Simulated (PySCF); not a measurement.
C2H5N, charge -1, doublet, at the geometry optimised at the base level (a state made from the parent by changing its charge; the spin is typed, not shown lowest) (in this run its highest filled SCF level lies above zero, so its values depend strongly on the basis, on diffuse functions most of all); HF/STO-3G, frequencies (PySCF).

The PySCF input:
```python
from pyscf import gto, scf
from pyscf.hessian import thermo

mol = gto.Mole()
mol.atom = '''
    C     1.090057   -0.383068    0.004739
    N    -0.085690    0.395694    0.508179
    C    -1.145389    0.247320   -0.395321
    H     1.588104    0.070839   -0.863084
    H     1.859360   -0.453452    0.782142
    H     0.866228   -1.415573   -0.295740
    H    -1.285134   -0.732036   -0.871623
    H    -2.096738    0.574855    0.034539
'''
mol.basis = 'sto-3g'
mol.charge = -1
mol.spin = 1
mol.verbose = 3
mol.build()

mf = scf.UHF(mol)
mf.kernel()
hess = mf.Hessian().kernel()
freq = thermo.harmonic_analysis(mf.mol, hess)
print('frequencies / cm-1', freq['freq_wavenumber'].round(1))
th = thermo.thermo(mf, freq['freq_au'], 100, 101325)
thermo.dump_thermo(mf.mol, th)
```

Question: Write the output that PySCF gives for this input, abridged.

Answer: 
```
converged SCF energy = -131.18631439962  <S^2> = 0.75576335  2S+1 = 2.0057551
frequencies / cm-1 [ 166.6  487.2  519.7  896.3 1045.5 1208.2 1256.5 1438.4 1520.5 1753.5
 1886.4 1892.5 1898.6 3360.7 3414.9 3518.1 3569.  3603.3]
temperature 100.0000 [K]
pressure 101325.00 [Pa]
Rotational constants [GHz] 43.70551 10.38401 8.93916
Symmetry number 1
Zero-point energy (ZPE) 0.07617 [Eh]   199991.465 [J/mol]
                           tot       elec      trans        rot        vib
Entropy [J/mol/K]       219.618      5.763    132.967     77.999      2.889
Cv [J/mol/K]             30.841      0.000     12.472     12.472      5.898
Cp [J/mol/K]             39.155      0.000     20.786     12.472      5.898
Internal energy [J/mol]                      1247.169   1247.169 200199.796
Internal energy [Eh]   -131.10911  -131.18631
Enthalpy [J/mol]                             2078.615   1247.169 200199.796
Enthalpy [Eh]          -131.10880
Gibbs free energy [J/mol]                  -11218.085  -6552.706 199910.909
Gibbs free energy [Eh] -131.11716
```
